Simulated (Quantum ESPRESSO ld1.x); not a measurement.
Results of a calculation; reference values are marked as such.
Problem. The rubidium ion Rb29+, configuration [He] 2s2 2p4. Level of theory: scalar-relativistic Kohn-Sham, LDA (Slater exchange, Perdew-Zunger correlation), spin-polarised, spherical densities, point nucleus; open shells are filled with parallel spins first (ld1.x of Quantum ESPRESSO 7.5). Some entries of the table are withheld. Estimate them.

orbital  occ.  eigenvalue (hartree)  <r^2> (bohr^2)  <1/r> (bohr^-1)
1s up       1             -617.2419        0.002183            37.87
1s down     1             -616.6486        0.002180            37.90
2s up       1             -131.6136         0.03429            8.797
2s down     1             -130.7737         0.03448            8.766
2p up       3             -124.8321         0.02638            8.580
2p down     1             -123.8174         0.02658            8.556
3s up       0              -53.8968             (1)            3.666
3s down     0              -53.6915             (2)            3.653
3p up       0              -51.7793          0.1749            3.583
3p down     0              -51.5405          0.1764            3.570

Solution. 
(1) 3s up <r^2> (bohr^2): 0.1880
(2) 3s down <r^2> (bohr^2): 0.1892
